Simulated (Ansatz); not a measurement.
Born–Oppenheimer molecular dynamics of CH10Al2Si3 (16 atoms, charge 0, multiplicity 1). It goes on from the last frame of an earlier run, with new velocities.

The calculation used UKS BLYP/STO-3G in Ansatz.

```
ensemble        : NVT, Langevin thermostat
time step       : 2.5 fs
steps asked     : 40
set temperature : 400 K
friction        : 0.01 /fs
seed            : 842811
```

Frames 2.5 fs apart, positions in Å, forces in eV/Å.

Velocities at 25.0 fs (Å/ps):

```
C -8.08 -3.23 -3.78
Al 5.53 -0.97 -2.04
Si -7.66 0.82 1.74
Al 2.72 -4.78 -3.54
Si 3.12 1.41 2.38
Si 1.74 8.25 0.89
H 14.73 -13.12 19.12
H 6.42 6.71 -33.62
H 6.77 4.67 -16.94
H 19.74 -3.45 -6.42
H -18.68 15.38 -8.39
H -4.37 12.61 -22.11
H -16.29 13.41 16.71
H -0.67 10.20 11.81
H 4.70 -12.05 -6.54
H -27.64 31.18 -31.15
```

```xyz
16
Properties=species:S:1:pos:R:3:forces:R:3 time_fs=25.0 energy_less_start_eV=0.209 T=388
C -0.049 -1.554 2.675 -0.38 -1.48 1.72
Al 0.023 -0.499 1.032 -0.15 0.02 -0.04
Si 1.575 -1.039 -0.571 0.02 0.84 -0.81
Al 0.858 0.013 -2.564 -0.05 -0.65 1.37
Si -0.508 1.800 -1.746 1.88 1.24 -2.85
Si -1.293 1.272 0.174 -0.76 -2.69 2.02
H 1.004 -1.960 2.921 -1.28 0.78 -0.16
H -0.387 -0.900 3.527 0.68 -0.07 -0.24
H -0.733 -2.483 2.885 0.95 1.45 -1.31
H 2.792 -0.224 -0.276 -0.20 -0.77 0.18
H 1.828 -2.480 -0.547 0.52 0.12 -0.11
H 0.853 -0.841 -3.854 -0.07 0.78 0.08
H -0.149 3.280 -1.678 -0.02 -1.33 -0.35
H -1.518 1.685 -2.758 -0.89 0.43 -0.28
H -1.649 2.423 0.898 -0.23 1.13 0.91
H -2.575 0.582 -0.021 -0.02 0.20 -0.13
16
Properties=species:S:1:pos:R:3:forces:R:3 time_fs=27.5 energy_less_start_eV=0.238 T=397
C -0.071 -1.565 2.670 3.50 -0.04 -0.52
Al 0.037 -0.501 1.025 -0.66 0.09 0.31
Si 1.556 -1.037 -0.567 0.89 2.00 -1.09
Al 0.864 0.001 -2.573 -0.26 -0.31 1.25
Si -0.499 1.804 -1.745 1.55 0.86 -3.00
Si -1.289 1.290 0.177 -1.42 -3.27 1.61
H 1.004 -1.969 2.966 -1.97 1.02 -0.65
H -0.349 -0.875 3.433 -0.40 0.92 1.57
H -0.687 -2.429 2.803 -1.24 -1.08 -0.42
H 2.835 -0.251 -0.283 -0.84 -0.99 0.03
H 1.798 -2.432 -0.563 0.67 -1.06 -0.08
H 0.840 -0.785 -3.909 0.00 0.69 0.25
H -0.175 3.266 -1.648 0.21 -0.88 -0.43
H -1.547 1.719 -2.741 -0.58 0.37 -0.07
H -1.637 2.431 0.902 -0.20 1.36 1.05
H -2.636 0.674 -0.093 0.75 0.31 0.19
16
Properties=species:S:1:pos:R:3:forces:R:3 time_fs=30.0 energy_less_start_eV=-0.017 T=475
C -0.073 -1.574 2.661 -0.36 3.11 -0.28
Al 0.051 -0.501 1.017 -1.17 0.24 0.69
Si 1.539 -1.030 -0.563 1.12 0.79 -1.60
Al 0.868 -0.009 -2.582 -0.45 0.20 1.36
Si -0.488 1.809 -1.752 0.30 -0.88 -3.41
Si -1.288 1.301 0.180 -1.40 -0.97 2.58
H 0.886 -1.916 2.968 1.76 -0.60 0.28
H -0.338 -0.781 3.422 -0.39 -1.14 -0.06
H -0.715 -2.436 2.696 -1.16 -0.55 0.05
H 2.825 -0.330 -0.282 -0.39 -0.43 0.11
H 1.823 -2.437 -0.572 0.37 -0.62 -0.08
H 0.832 -0.686 -3.959 0.07 0.39 0.13
H -0.169 3.192 -1.650 0.68 0.87 -0.35
H -1.612 1.770 -2.733 0.28 0.30 0.51
H -1.632 2.527 0.962 0.44 -0.60 -0.20
H -2.642 0.795 -0.138 0.30 -0.10 0.27
16
Properties=species:S:1:pos:R:3:forces:R:3 time_fs=32.5 energy_less_start_eV=0.105 T=454
C -0.076 -1.566 2.652 -2.62 1.10 -0.58
Al 0.064 -0.502 1.011 -1.59 0.48 0.88
Si 1.526 -1.023 -0.562 0.79 -1.34 -2.22
Al 0.870 -0.016 -2.591 -0.57 0.59 1.36
Si -0.475 1.811 -1.767 -0.29 -1.34 -2.91
Si -1.292 1.309 0.189 -0.21 0.39 2.78
H 0.874 -1.904 2.983 1.64 -0.95 0.39
H -0.359 -0.749 3.394 -0.46 -1.46 -0.12
H -0.820 -2.474 2.593 1.22 1.99 0.47
H 2.789 -0.425 -0.269 0.80 0.49 0.33
H 1.882 -2.465 -0.589 -0.18 0.44 -0.06
H 0.827 -0.566 -4.011 0.14 0.11 0.04
H -0.109 3.166 -1.681 0.82 1.31 -0.26
H -1.661 1.837 -2.689 0.61 0.17 0.49
H -1.603 2.584 1.009 0.62 -1.41 -0.71
H -2.619 0.899 -0.161 -0.72 -0.55 0.14
16
Properties=species:S:1:pos:R:3:forces:R:3 time_fs=35.0 energy_less_start_eV=-0.105 T=531
C -0.088 -1.553 2.640 1.65 -0.73 -0.31
Al 0.075 -0.501 1.005 -1.87 0.75 1.00
Si 1.516 -1.020 -0.566 1.36 -1.62 -2.37
Al 0.868 -0.021 -2.595 -0.59 0.81 1.07
Si -0.461 1.811 -1.789 0.48 0.37 -1.48
Si -1.295 1.319 0.204 0.46 -0.17 1.60
H 0.960 -1.957 3.029 -2.39 0.49 -0.91
H -0.409 -0.798 3.361 -0.57 -0.20 0.95
H -0.861 -2.389 2.519 1.02 0.92 0.54
H 2.797 -0.478 -0.233 0.68 0.68 0.24
H 1.929 -2.448 -0.611 -0.44 0.37 -0.06
H 0.835 -0.447 -4.058 0.20 -0.08 0.13
H -0.009 3.219 -1.728 0.28 -0.47 -0.21
H -1.664 1.922 -2.612 0.04 0.07 -0.20
H -1.532 2.552 1.014 0.34 -0.66 -0.23
H -2.633 0.963 -0.173 -0.66 -0.54 0.23
16
Properties=species:S:1:pos:R:3:forces:R:3 time_fs=37.5 energy_less_start_eV=-0.078 T=511
C -0.087 -1.548 2.625 3.27 2.74 0.68
Al 0.082 -0.499 1.002 -2.04 1.00 1.10
Si 1.506 -1.020 -0.577 2.38 -0.58 -1.93
Al 0.862 -0.024 -2.593 -0.54 0.95 0.59
Si -0.445 1.811 -1.812 1.01 1.21 -0.23
Si -1.296 1.327 0.222 0.20 -2.13 -0.55
H 0.907 -1.977 3.021 -1.69 0.27 -0.65
H -0.486 -0.863 3.387 0.09 0.06 0.52
H -0.834 -2.248 2.490 -1.97 -2.83 -0.32
H 2.833 -0.487 -0.189 -0.40 0.37 -0.14
H 1.945 -2.399 -0.640 -0.31 -0.52 -0.09
H 0.862 -0.338 -4.092 0.23 -0.22 0.29
H 0.087 3.244 -1.784 -0.07 -1.36 -0.07
H -1.652 2.016 -2.549 -0.57 0.02 -0.78
H -1.433 2.475 1.014 -0.04 1.22 1.00
H -2.692 1.006 -0.169 0.42 -0.22 0.56
16
Properties=species:S:1:pos:R:3:forces:R:3 time_fs=40.0 energy_less_start_eV=-0.099 T=517
C -0.072 -1.527 2.613 -5.52 2.37 -0.25
Al 0.084 -0.497 1.003 -2.06 1.19 0.83
Si 1.500 -1.017 -0.593 2.73 -0.19 -1.37
Al 0.857 -0.028 -2.590 -0.49 1.11 0.37
Si -0.424 1.812 -1.834 -0.15 0.87 0.09
Si -1.297 1.332 0.237 0.44 -1.72 -0.88
H 0.767 -1.969 2.981 3.32 -2.08 1.39
H -0.555 -0.923 3.448 0.93 -0.21 -0.61
H -0.912 -2.270 2.460 1.05 -0.10 -0.18
H 2.843 -0.473 -0.160 -0.90 0.13 -0.39
H 1.938 -2.383 -0.679 -0.19 -0.80 -0.08
H 0.905 -0.253 -4.096 0.24 -0.38 0.14
H 0.174 3.188 -1.836 0.05 -0.86 0.09
H -1.669 2.111 -2.531 0.06 -0.19 -0.52
H -1.328 2.470 1.077 -0.10 0.93 0.74
H -2.715 1.046 -0.135 0.60 -0.09 0.62
16
Properties=species:S:1:pos:R:3:forces:R:3 time_fs=42.5 energy_less_start_eV=-0.242 T=518
C -0.088 -1.492 2.601 -0.95 -2.41 2.16
Al 0.080 -0.491 1.007 -1.78 1.36 0.17
Si 1.499 -1.015 -0.611 2.24 -0.99 -1.00
Al 0.853 -0.032 -2.588 -0.48 1.20 0.40
Si -0.403 1.815 -1.855 -1.82 -0.37 0.29
Si -1.298 1.333 0.252 1.64 0.37 0.21
H 0.832 -2.070 3.034 -1.50 0.99 -0.94
H -0.574 -0.978 3.476 0.68 0.28 -0.37
H -0.922 -2.293 2.422 1.52 0.77 -0.13
H 2.804 -0.447 -0.163 -0.49 0.11 -0.35
H 1.915 -2.417 -0.721 -0.26 -0.04 0.03
H 0.968 -0.211 -4.077 0.25 -0.48 -0.23
H 0.269 3.081 -1.873 0.58 0.55 0.15
H -1.683 2.186 -2.539 0.82 -0.37 -0.17
H -1.226 2.531 1.174 -0.27 -0.84 -0.66
H -2.695 1.077 -0.076 -0.16 -0.13 0.43
16
Properties=species:S:1:pos:R:3:forces:R:3 time_fs=45.0 energy_less_start_eV=-0.222 T=540
C -0.112 -1.470 2.599 1.60 -2.74 1.99
Al 0.071 -0.481 1.013 -1.29 1.31 -0.36
Si 1.503 -1.014 -0.630 0.84 -1.94 -0.73
Al 0.849 -0.034 -2.582 -0.41 1.07 -0.13
Si -0.387 1.818 -1.877 -2.14 -0.78 0.79
Si -1.295 1.334 0.266 2.26 1.10 0.38
H 0.806 -2.103 3.034 -1.70 1.64 -1.22
H -0.562 -1.008 3.481 -0.06 0.74 0.37
H -0.848 -2.268 2.374 -0.15 -0.24 -0.27
H 2.738 -0.417 -0.193 0.63 0.36 -0.03
H 1.876 -2.459 -0.752 -0.22 0.66 0.14
H 1.053 -0.208 -4.072 0.17 -0.42 -0.04
H 0.401 3.002 -1.902 0.58 0.87 0.19
H -1.654 2.229 -2.552 0.80 -0.25 -0.22
H -1.144 2.545 1.230 -0.45 -1.30 -1.12
H -2.697 1.097 0.008 -0.44 -0.09 0.27
16
Properties=species:S:1:pos:R:3:forces:R:3 time_fs=47.5 energy_less_start_eV=-0.347 T=593
C -0.129 -1.461 2.607 -0.65 0.69 0.56
Al 0.058 -0.470 1.018 -0.76 1.08 -0.65
Si 1.510 -1.014 -0.652 0.00 -1.82 -0.02
Al 0.842 -0.034 -2.574 -0.18 0.88 -1.02
Si -0.377 1.819 -1.898 -0.49 0.19 1.46
Si -1.287 1.341 0.281 1.63 0.14 -0.66
H 0.676 -2.043 2.959 2.37 -0.63 0.58
H -0.562 -1.001 3.505 -0.31 0.36 0.00
H -0.781 -2.256 2.317 -1.73 -1.07 -0.39
H 2.715 -0.374 -0.225 0.93 0.30 0.05
H 1.831 -2.463 -0.771 0.03 0.58 0.15
H 1.158 -0.224 -4.071 -0.04 -0.27 0.48
H 0.568 2.981 -1.924 -0.62 -0.41 0.22
H -1.580 2.252 -2.586 0.07 0.13 -0.57
H -1.081 2.473 1.217 -0.38 -0.21 -0.36
H -2.727 1.111 0.110 0.13 0.07 0.20
16
Properties=species:S:1:pos:R:3:forces:R:3 time_fs=50.0 energy_less_start_eV=-0.142 T=500
C -0.147 -1.447 2.622 -2.32 -0.98 -0.63
Al 0.045 -0.460 1.022 -0.30 0.82 -0.91
Si 1.517 -1.017 -0.675 0.23 -0.28 1.07
Al 0.835 -0.034 -2.566 -0.05 0.76 -1.37
Si -0.368 1.822 -1.915 0.48 0.56 1.76
Si -1.276 1.351 0.293 0.59 -2.00 -2.66
H 0.678 -2.027 2.920 2.35 -0.73 0.76
H -0.572 -0.980 3.535 -0.27 -0.17 -0.38
H -0.815 -2.311 2.240 -0.01 1.24 0.87
H 2.748 -0.313 -0.265 0.03 -0.36 -0.22
H 1.787 -2.433 -0.781 0.41 -0.34 0.07
H 1.254 -0.246 -4.037 -0.18 -0.18 0.47
H 0.711 2.939 -1.934 -1.42 -0.95 0.24
H -1.504 2.283 -2.666 -0.24 0.34 -0.61
H -1.041 2.380 1.171 0.10 2.11 1.47
H -2.745 1.131 0.208 0.59 0.17 0.08
16
Properties=species:S:1:pos:R:3:forces:R:3 time_fs=52.5 energy_less_start_eV=-0.106 T=503
C -0.170 -1.442 2.633 1.55 -3.14 0.00
Al 0.032 -0.450 1.024 0.21 0.54 -1.01
Si 1.524 -1.023 -0.696 0.27 0.80 1.75
Al 0.827 -0.035 -2.562 -0.14 0.67 -1.08
Si -0.360 1.827 -1.925 -0.48 0.38 1.14
Si -1.263 1.360 0.300 0.84 -0.91 -2.00
H 0.818 -2.059 2.928 -2.13 1.65 -0.45
H -0.591 -0.974 3.551 -0.11 -0.33 -0.33
H -0.849 -2.298 2.220 0.46 1.20 1.23
H 2.779 -0.265 -0.331 -0.51 -0.80 -0.28
H 1.765 -2.421 -0.791 0.62 -0.93 0.04
H 1.324 -0.276 -3.976 -0.13 -0.15 -0.08
H 0.779 2.838 -1.923 -1.16 -0.40 0.25
H -1.443 2.349 -2.790 0.47 0.01 0.17
H -0.999 2.405 1.207 0.03 1.30 0.75
H -2.721 1.164 0.295 0.22 0.11 -0.09
```

Of the whole run (100 fs, mean temperature of the second half 449 K): The mean temperature of the second half is 12 % above the set value. A step of 2.5 fs is long for free X–H stretches (periods near 10 fs) and can bias their spread and the temperature. A run of 0.1 ps of so small a system gives no equilibrium averages. Limits of this set-up: minimal basis.

Time of the run: 4.1 min on 1 thread of Arm Neoverse V2, on a shared host, peak memory 0.15 GiB.
